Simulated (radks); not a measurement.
Values are calculated unless marked as measured or tabulated.
Coulomb parameter of the 5d shell of the rhenium ion Re+ in the model configuration [Xe] 4f14 5d5 6s1, as a second difference U = [E(n + 1) + E(n - 1) - 2 E(n)] / (1)^2 with all orbitals relaxed. "Bare": the charge of the atom changes with n. "Screened": the 6s shell takes up the change at fixed total charge, which measures U(5d,5d) + U(6s,6s) - 2 U(5d,6s). Code: a radial shooting solver on a logarithmic mesh with Libxc functionals. Model: Dirac Kohn-Sham, BLYP, spin-unpolarised, spherical densities, finite nucleus; open shells are shared between the two j in proportion to 2j + 1; Fermi nuclear charge, rms radius 5.3698 fm.

| case | configuration | E - E(n) (eV) |
|---|---|---|
| start | [Xe] 4f14 5d5 6s1 | 0.000 |
| bare +1 | [Xe] 4f14 5d6 6s1 | -8.210 |
| bare -1 | [Xe] 4f14 5d4 6s1 | 18.033 |
| screened +1 | [Xe] 4f14 5d6 | 0.260 |
| screened -1 | [Xe] 4f14 5d4 6s2 | 0.627 |

U(bare) = 9.824 eV, U(screened by 6s) = 0.887 eV.
